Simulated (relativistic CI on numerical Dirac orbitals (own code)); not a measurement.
# Cu¹⁰⁺: sensitivity of the levels to the model

Base calculation: Dirac-Coulomb-Breit CI, KLI orbitals optimised for each configuration, model QED, unscaled Slater integrals.

Configurations in the expansion (outside the closed core [Ne]): 3s²3p⁶3d, 3s²3p⁵3d², 3s3p⁶3d², 3s²3p⁶4s, 3s²3p⁶4p, 3s²3p⁶4d, 3s²3p⁶4f, 3s²3p⁵3d4s, 3s²3p⁶5s, 3s²3p⁶5p, 3s²3p⁵3d4p, 3s²3p⁶5d, 3s²3p⁶5f, 3s²3p⁶5g, 3s²3p⁶6s, 3s²3p⁵3d4d, 3s²3p⁶6p, 3s3p⁶3d4s, 3s²3p⁶6d, 3s²3p⁶7s, 3s²3p⁵3d4f, 3s²3p⁶7p, 3s3p⁶3d4p, 3s3p⁶4s², 3p⁶3d³, 3p⁵3d⁴. Double excitations out of closed p, d and f shells are left out; levels of such configurations are missing from the list, as are those of other unlisted configurations, and high levels can miss mixing partners. These lack a partner that the ground configuration has and come out too high: 3s²3p⁵3d4s, 3s²3p⁵3d4p, 3s²3p⁵3d4d, 3s²3p⁵3d4f.

Variants: (1) valence Slater integrals scaled by 0.9; (2) QED terms removed; (3) Breit term removed. Shifts of the energy above 3s²3p⁶3d ²D3/2, in cm⁻¹, for the lowest level and the first level of each name with at least 55 % of one term (blank where a level changes its place among those of its configuration and J or its character, or is not in the variant):

| Level | Base | Δ(1) | Δ(2) | Δ(3) |
| --- | --- | --- | --- | --- |
| 3s²3p⁶3d ²D3/2 | 0 | 0 | 0 | 0 |
| 3s²3p⁶3d ²D5/2 | 3968 | +2 | -15 | +335 |
| 3s²3p⁵3d² ⁴D°1/2 | 484395 | +7729 | +32 | +817 |
| 3s²3p⁵3d² ⁴D°3/2 | 486120 | +7684 | +28 | +898 |
| 3s²3p⁵3d² ⁴D°5/2 | 489004 | +7608 | +20 | +1063 |
| 3s²3p⁵3d² ⁴D°7/2 | 493223 | +7524 | +8 | +1396 |
| 3s²3p⁵3d² ⁴G°11/2 | 513052 | +4975 | +20 | +1468 |
| 3s²3p⁵3d² ⁴G°9/2 | 514993 | +4767 | +25 | +1198 |
| 3s²3p⁵3d² ⁴G°7/2 | 518018 | +4603 | +25 | +1047 |
| 3s²3p⁵3d² ⁴P°5/2 | 520082 | +4351 | +24 | +1054 |
| 3s²3p⁵3d² ⁴G°5/2 | 521509 | +4372 | +22 | +996 |
| 3s²3p⁵3d² ⁴P°3/2 | 525415 | +4254 | +14 | +1097 |
| 3s²3p⁵3d² ⁴P°1/2 | 529771 | +4262 | +3 | +1129 |
| 3s²3p⁵3d² ⁴F°3/2 | 532151 | +3065 | +31 | +760 |

At this charge energies of transitions that change n are usually good to better than 1 %, and those within a shell (Δn = 0) to a few per cent.

Ionisation energy from the two ground configurations alone: base 264.332 eV. The NIST ASD value (measured) is 265.33 eV.

LS names give the leading component of a level, which can be under half, so a name can repeat, a term be missing and a line seem to break the LS rules.
